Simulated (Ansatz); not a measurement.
Molecular dynamics of BCl$_{2}$F

Input:

```yaml
crystal:
  periodic: [false, false, false]
  atoms:
    - { symbol: B, position_ang: [0.0, 0.0, -0.037186] }
    - { symbol: F, position_ang: [0.0, 0.0, 1.276763] }
    - { symbol: Cl, position_ang: [1.530146, 0.0, -0.889789] }
    - { symbol: Cl, position_ang: [-1.530146, 0.0, -0.889789] }
basis:
  gaussian: { orbitals: def2-SVP }
hamiltonian:
  xc: b3lyp
md:
  timestep: 2.0
  n_steps: 250
  ensemble: nvt_nose_hoover
  temperature: 1500.0
  initial_velocities: maxwell_boltzmann
  seed: 954615
```

Run as:

```bash
$ ansatz run input.yaml --threads 2 --pin off --max-ram 3072MiB --backend cpu --events-out ev --progress --plain --runs-dir out
```

It starts from a relaxed structure.

Output, in part (one step line in 3, the closing report, with atoms numbered from 0):

```
md step     0: t =     0.00 fs  T =  1500.0 K  F+E_penalty+E_count = -28432.66713416 eV  E_kin = 0.387780 eV  conserved = -28432.27935417 eV  (27 SCF iters)
md step     3: t =     6.00 fs  T =  1128.1 K  F+E_penalty+E_count = -28432.56611673 eV  E_kin = 0.291645 eV  conserved = -28432.27454707 eV  (29 SCF iters)
md step     6: t =    12.00 fs  T =  1053.4 K  F+E_penalty+E_count = -28432.55051968 eV  E_kin = 0.272336 eV  conserved = -28432.27875589 eV  (29 SCF iters)
md step     9: t =    18.00 fs  T =   431.4 K  F+E_penalty+E_count = -28432.38489520 eV  E_kin = 0.111514 eV  conserved = -28432.27470812 eV  (29 SCF iters)
md step    12: t =    24.00 fs  T =   361.9 K  F+E_penalty+E_count = -28432.36941359 eV  E_kin = 0.093546 eV  conserved = -28432.27805962 eV  (29 SCF iters)
md step    15: t =    30.00 fs  T =    46.4 K  F+E_penalty+E_count = -28432.28287560 eV  E_kin = 0.011993 eV  conserved = -28432.27384609 eV  (29 SCF iters)
md step    18: t =    36.00 fs  T =   443.1 K  F+E_penalty+E_count = -28432.38893916 eV  E_kin = 0.114545 eV  conserved = -28432.27861901 eV  (27 SCF iters)
md step    21: t =    42.00 fs  T =   536.3 K  F+E_penalty+E_count = -28432.40544835 eV  E_kin = 0.138649 eV  conserved = -28432.27457849 eV  (29 SCF iters)
md step    24: t =    48.00 fs  T =  1172.1 K  F+E_penalty+E_count = -28432.56671455 eV  E_kin = 0.303011 eV  conserved = -28432.27849785 eV  (29 SCF iters)
md step    27: t =    54.00 fs  T =  1268.2 K  F+E_penalty+E_count = -28432.57581272 eV  E_kin = 0.327858 eV  conserved = -28432.27449575 eV  (29 SCF iters)
md step    30: t =    60.00 fs  T =  1625.9 K  F+E_penalty+E_count = -28432.65914683 eV  E_kin = 0.420325 eV  conserved = -28432.27925217 eV  (29 SCF iters)
md step    33: t =    66.00 fs  T =  1261.1 K  F+E_penalty+E_count = -28432.54568990 eV  E_kin = 0.326026 eV  conserved = -28432.27491617 eV  (29 SCF iters)
md step    36: t =    72.00 fs  T =  1132.3 K  F+E_penalty+E_count = -28432.50258037 eV  E_kin = 0.292731 eV  conserved = -28432.27735360 eV  (29 SCF iters)
md step    39: t =    78.00 fs  T =   582.8 K  F+E_penalty+E_count = -28432.34709212 eV  E_kin = 0.150665 eV  conserved = -28432.27451495 eV  (29 SCF iters)
md step    42: t =    84.00 fs  T =   458.6 K  F+E_penalty+E_count = -28432.31282003 eV  E_kin = 0.118555 eV  conserved = -28432.27808731 eV  (29 SCF iters)
md step    45: t =    90.00 fs  T =   115.8 K  F+E_penalty+E_count = -28432.21540872 eV  E_kin = 0.029935 eV  conserved = -28432.27416358 eV  (29 SCF iters)
md step    48: t =    96.00 fs  T =   295.7 K  F+E_penalty+E_count = -28432.26144472 eV  E_kin = 0.076440 eV  conserved = -28432.27582508 eV  (29 SCF iters)
md step    51: t =   102.00 fs  T =   517.0 K  F+E_penalty+E_count = -28432.30880481 eV  E_kin = 0.133646 eV  conserved = -28432.27536133 eV  (29 SCF iters)
md step    54: t =   108.00 fs  T =  1053.5 K  F+E_penalty+E_count = -28432.43524533 eV  E_kin = 0.272351 eV  conserved = -28432.27757765 eV  (29 SCF iters)
md step    57: t =   114.00 fs  T =  1446.6 K  F+E_penalty+E_count = -28432.50374031 eV  E_kin = 0.373965 eV  conserved = -28432.27455457 eV  (29 SCF iters)
md step    60: t =   120.00 fs  T =  1946.0 K  F+E_penalty+E_count = -28432.59600599 eV  E_kin = 0.503081 eV  conserved = -28432.27546511 eV  (29 SCF iters)
md step    63: t =   126.00 fs  T =  2179.1 K  F+E_penalty+E_count = -28432.60725640 eV  E_kin = 0.563336 eV  conserved = -28432.27695374 eV  (28 SCF iters)
md step    66: t =   132.00 fs  T =  1970.7 K  F+E_penalty+E_count = -28432.50831018 eV  E_kin = 0.509476 eV  conserved = -28432.27643704 eV  (29 SCF iters)
md step    69: t =   138.00 fs  T =  1431.9 K  F+E_penalty+E_count = -28432.32666881 eV  E_kin = 0.370164 eV  conserved = -28432.27449266 eV  (29 SCF iters)
md step    72: t =   144.00 fs  T =   649.8 K  F+E_penalty+E_count = -28432.10152181 eV  E_kin = 0.167990 eV  conserved = -28432.27235563 eV  (29 SCF iters)
md step    75: t =   150.00 fs  T =   458.9 K  F+E_penalty+E_count = -28432.04244647 eV  E_kin = 0.118643 eV  conserved = -28432.27647456 eV  (29 SCF iters)
md step    78: t =   156.00 fs  T =   285.8 K  F+E_penalty+E_count = -28431.98779811 eV  E_kin = 0.073879 eV  conserved = -28432.27166844 eV  (29 SCF iters)
md step    81: t =   162.00 fs  T =  1074.5 K  F+E_penalty+E_count = -28432.17628690 eV  E_kin = 0.277775 eV  conserved = -28432.27478314 eV  (29 SCF iters)
md step    84: t =   168.00 fs  T =  1655.6 K  F+E_penalty+E_count = -28432.29322308 eV  E_kin = 0.428008 eV  conserved = -28432.27113180 eV  (29 SCF iters)
md step    87: t =   174.00 fs  T =  2897.4 K  F+E_penalty+E_count = -28432.57071721 eV  E_kin = 0.749031 eV  conserved = -28432.27914519 eV  (29 SCF iters)
md step    90: t =   180.00 fs  T =  2937.4 K  F+E_penalty+E_count = -28432.51830759 eV  E_kin = 0.759369 eV  conserved = -28432.27029478 eV  (29 SCF iters)
md step    93: t =   186.00 fs  T =  3303.6 K  F+E_penalty+E_count = -28432.56708821 eV  E_kin = 0.854049 eV  conserved = -28432.27580915 eV  (26 SCF iters)
md step    96: t =   192.00 fs  T =  2306.3 K  F+E_penalty+E_count = -28432.26836992 eV  E_kin = 0.596222 eV  conserved = -28432.26932578 eV  (30 SCF iters)
md step    99: t =   198.00 fs  T =  2064.8 K  F+E_penalty+E_count = -28432.19189690 eV  E_kin = 0.533797 eV  conserved = -28432.27771738 eV  (29 SCF iters)
md step   102: t =   204.00 fs  T =   653.7 K  F+E_penalty+E_count = -28431.80254203 eV  E_kin = 0.168999 eV  conserved = -28432.26498162 eV  (29 SCF iters)
md step   105: t =   210.00 fs  T =   716.6 K  F+E_penalty+E_count = -28431.82318312 eV  E_kin = 0.185265 eV  conserved = -28432.27563330 eV  (30 SCF iters)
md step   108: t =   216.00 fs  T =    86.1 K  F+E_penalty+E_count = -28431.64873343 eV  E_kin = 0.022248 eV  conserved = -28432.26698584 eV  (30 SCF iters)
md step   111: t =   222.00 fs  T =  1171.5 K  F+E_penalty+E_count = -28431.93342780 eV  E_kin = 0.302860 eV  conserved = -28432.27627094 eV  (26 SCF iters)
md step   114: t =   228.00 fs  T =  1367.8 K  F+E_penalty+E_count = -28431.96085084 eV  E_kin = 0.353604 eV  conserved = -28432.26459521 eV  (29 SCF iters)
md step   117: t =   234.00 fs  T =  2879.0 K  F+E_penalty+E_count = -28432.34786041 eV  E_kin = 0.744289 eV  conserved = -28432.27722943 eV  (28 SCF iters)
md step   120: t =   240.00 fs  T =  3061.5 K  F+E_penalty+E_count = -28432.36967776 eV  E_kin = 0.791463 eV  conserved = -28432.26830997 eV  (29 SCF iters)
md step   123: t =   246.00 fs  T =  4018.2 K  F+E_penalty+E_count = -28432.61438875 eV  E_kin = 1.038788 eV  conserved = -28432.27584956 eV  (28 SCF iters)
md step   126: t =   252.00 fs  T =  3311.1 K  F+E_penalty+E_count = -28432.42340756 eV  E_kin = 0.855982 eV  conserved = -28432.26753611 eV  (28 SCF iters)
md step   129: t =   258.00 fs  T =  3047.9 K  F+E_penalty+E_count = -28432.37396610 eV  E_kin = 0.787943 eV  conserved = -28432.27879044 eV  (29 SCF iters)
md step   132: t =   264.00 fs  T =  1281.2 K  F+E_penalty+E_count = -28431.91453744 eV  E_kin = 0.331227 eV  conserved = -28432.26787505 eV  (29 SCF iters)
md step   135: t =   270.00 fs  T =   700.1 K  F+E_penalty+E_count = -28431.77106202 eV  E_kin = 0.180988 eV  conserved = -28432.27184598 eV  (31 SCF iters)
md step   138: t =   276.00 fs  T =   310.1 K  F+E_penalty+E_count = -28431.66874813 eV  E_kin = 0.080177 eV  conserved = -28432.26907157 eV  (30 SCF iters)
md step   141: t =   282.00 fs  T =  1260.4 K  F+E_penalty+E_count = -28431.92083618 eV  E_kin = 0.325849 eV  conserved = -28432.27522544 eV  (29 SCF iters)
md step   144: t =   288.00 fs  T =  2092.2 K  F+E_penalty+E_count = -28432.13140292 eV  E_kin = 0.540876 eV  conserved = -28432.27028290 eV  (29 SCF iters)
md step   147: t =   294.00 fs  T =  3138.5 K  F+E_penalty+E_count = -28432.40610830 eV  E_kin = 0.811372 eV  conserved = -28432.27186414 eV  (30 SCF iters)
md step   150: t =   300.00 fs  T =  3662.8 K  F+E_penalty+E_count = -28432.55618475 eV  E_kin = 0.946915 eV  conserved = -28432.27586064 eV  (29 SCF iters)
md step   153: t =   306.00 fs  T =  3502.1 K  F+E_penalty+E_count = -28432.53151106 eV  E_kin = 0.905371 eV  conserved = -28432.27495820 eV  (29 SCF iters)
md step   156: t =   312.00 fs  T =  2870.7 K  F+E_penalty+E_count = -28432.39015565 eV  E_kin = 0.742142 eV  conserved = -28432.27213153 eV  (30 SCF iters)
md step   159: t =   318.00 fs  T =  1820.3 K  F+E_penalty+E_count = -28432.13517752 eV  E_kin = 0.470571 eV  conserved = -28432.26960802 eV  (29 SCF iters)
md step   162: t =   324.00 fs  T =  1323.4 K  F+E_penalty+E_count = -28432.02903844 eV  E_kin = 0.342132 eV  conserved = -28432.27725064 eV  (28 SCF iters)
md step   165: t =   330.00 fs  T =   377.4 K  F+E_penalty+E_count = -28431.78284544 eV  E_kin = 0.097564 eV  conserved = -28432.27022832 eV  (30 SCF iters)
md step   168: t =   336.00 fs  T =   398.7 K  F+E_penalty+E_count = -28431.79367195 eV  E_kin = 0.103063 eV  conserved = -28432.27221312 eV  (31 SCF iters)
md step   171: t =   342.00 fs  T =   470.0 K  F+E_penalty+E_count = -28431.81011194 eV  E_kin = 0.121492 eV  conserved = -28432.26880238 eV  (29 SCF iters)
md step   174: t =   348.00 fs  T =  1658.3 K  F+E_penalty+E_count = -28432.13019133 eV  E_kin = 0.428707 eV  conserved = -28432.27753868 eV  (29 SCF iters)
md step   177: t =   354.00 fs  T =  2033.7 K  F+E_penalty+E_count = -28432.22538612 eV  E_kin = 0.525739 eV  conserved = -28432.26928510 eV  (29 SCF iters)
md step   180: t =   360.00 fs  T =  3022.0 K  F+E_penalty+E_count = -28432.49860673 eV  E_kin = 0.781259 eV  conserved = -28432.27516631 eV  (29 SCF iters)
md step   183: t =   366.00 fs  T =  2937.8 K  F+E_penalty+E_count = -28432.48973933 eV  E_kin = 0.759472 eV  conserved = -28432.27035302 eV  (29 SCF iters)
md step   186: t =   372.00 fs  T =  3259.7 K  F+E_penalty+E_count = -28432.60565924 eV  E_kin = 0.842693 eV  conserved = -28432.27836199 eV  (28 SCF iters)
md step   189: t =   378.00 fs  T =  2158.5 K  F+E_penalty+E_count = -28432.33709695 eV  E_kin = 0.558028 eV  conserved = -28432.26842459 eV  (29 SCF iters)
md step   192: t =   384.00 fs  T =  1708.3 K  F+E_penalty+E_count = -28432.25057416 eV  E_kin = 0.441623 eV  conserved = -28432.27705501 eV  (30 SCF iters)
md step   195: t =   390.00 fs  T =   365.7 K  F+E_penalty+E_count = -28431.90549789 eV  E_kin = 0.094553 eV  conserved = -28432.26880087 eV  (31 SCF iters)
md step   198: t =   396.00 fs  T =   533.1 K  F+E_penalty+E_count = -28431.95970141 eV  E_kin = 0.137822 eV  conserved = -28432.27608651 eV  (31 SCF iters)
md step   201: t =   402.00 fs  T =   400.5 K  F+E_penalty+E_count = -28431.92085369 eV  E_kin = 0.103537 eV  conserved = -28432.26797302 eV  (30 SCF iters)
md step   204: t =   408.00 fs  T =  1625.5 K  F+E_penalty+E_count = -28432.25331997 eV  E_kin = 0.420231 eV  conserved = -28432.27711451 eV  (29 SCF iters)
md step   207: t =   414.00 fs  T =  2032.4 K  F+E_penalty+E_count = -28432.36532357 eV  E_kin = 0.525423 eV  conserved = -28432.27141670 eV  (29 SCF iters)
md step   210: t =   420.00 fs  T =  2838.9 K  F+E_penalty+E_count = -28432.59721785 eV  E_kin = 0.733912 eV  conserved = -28432.27662465 eV  (30 SCF iters)
md step   213: t =   426.00 fs  T =  2465.4 K  F+E_penalty+E_count = -28432.51989628 eV  E_kin = 0.637354 eV  conserved = -28432.27094256 eV  (29 SCF iters)
md step   216: t =   432.00 fs  T =  2475.6 K  F+E_penalty+E_count = -28432.55526586 eV  E_kin = 0.639981 eV  conserved = -28432.27857675 eV  (29 SCF iters)
md step   219: t =   438.00 fs  T =  1479.5 K  F+E_penalty+E_count = -28432.31404053 eV  E_kin = 0.382483 eV  conserved = -28432.27153052 eV  (29 SCF iters)
md step   222: t =   444.00 fs  T =  1115.9 K  F+E_penalty+E_count = -28432.23744777 eV  E_kin = 0.288491 eV  conserved = -28432.27485834 eV  (25 SCF iters)
md step   225: t =   450.00 fs  T =   444.5 K  F+E_penalty+E_count = -28432.07121108 eV  E_kin = 0.114906 eV  conserved = -28432.27231823 eV  (29 SCF iters)
md step   228: t =   456.00 fs  T =   388.9 K  F+E_penalty+E_count = -28432.06424027 eV  E_kin = 0.100548 eV  conserved = -28432.27676373 eV  (29 SCF iters)
md step   231: t =   462.00 fs  T =   243.4 K  F+E_penalty+E_count = -28432.02475304 eV  E_kin = 0.062930 eV  conserved = -28432.27177351 eV  (29 SCF iters)
md step   234: t =   468.00 fs  T =   842.1 K  F+E_penalty+E_count = -28432.18522267 eV  E_kin = 0.217706 eV  conserved = -28432.27422854 eV  (31 SCF iters)
md step   237: t =   474.00 fs  T =  1368.1 K  F+E_penalty+E_count = -28432.32938579 eV  E_kin = 0.353669 eV  conserved = -28432.27441441 eV  (28 SCF iters)
md step   240: t =   480.00 fs  T =  1985.4 K  F+E_penalty+E_count = -28432.50149000 eV  E_kin = 0.513257 eV  conserved = -28432.27642802 eV  (26 SCF iters)
md step   243: t =   486.00 fs  T =  2203.5 K  F+E_penalty+E_count = -28432.57221601 eV  E_kin = 0.569657 eV  conserved = -28432.27453204 eV  (29 SCF iters)
md step   246: t =   492.00 fs  T =  2135.1 K  F+E_penalty+E_count = -28432.57192716 eV  E_kin = 0.551963 eV  conserved = -28432.27413511 eV  (29 SCF iters)
md step   249: t =   498.00 fs  T =  1887.3 K  F+E_penalty+E_count = -28432.53063377 eV  E_kin = 0.487898 eV  conserved = -28432.27688352 eV  (28 SCF iters)
md step   250: t =   500.00 fs  T =  1545.7 K  F+E_penalty+E_count = -28432.44402947 eV  E_kin = 0.399591 eV  conserved = -28432.27280850 eV  (26 SCF iters)
Total energy: -28432.44421239 eV, -1044.8730526024 hartree
Atom 0 at     0.004621     0.039332     0.085790 Å, force    -0.330632    -0.342027    -3.513361 eV/Å
Atom 1 at     0.013118    -0.008871     1.345377 Å, force    -0.086293     0.080505     2.380056 eV/Å
Atom 2 at     1.436075    -0.003297    -0.917065 Å, force     0.930998     0.126715     0.383746 eV/Å
Atom 3 at    -1.444515    -0.003943    -0.936784 Å, force    -0.514074     0.134806     0.749559 eV/Å
Dipole moment:     0.017322     0.020801     0.061542 e Å
```

All steps were run. The conserved energy stayed within 3.8 meV per atom of its start (net change 1.6 meV per atom), so the integration is sound. The mean temperature of the second half is 16 % above the set value. A run of 0.5 ps of so small a system gives no equilibrium averages.

The same pairs are bonded in the first frame and the last. Pairs count as bonded within 1.25 times the sum of covalent radii (0.12 Å more for H–H).

Last frame:

```xyz
4
Properties=species:S:1:pos:R:3
B 0.005 0.039 0.086
F 0.013 -0.009 1.345
Cl 1.436 -0.003 -0.917
Cl -1.444 -0.004 -0.937
```

Run time: 8.2 min on 2 threads of Intel(R) Xeon(R) Platinum 8259CL CPU @ 2.50GHz (Skylake/Cascade Lake) (shared host), peak memory 0.13 GiB.
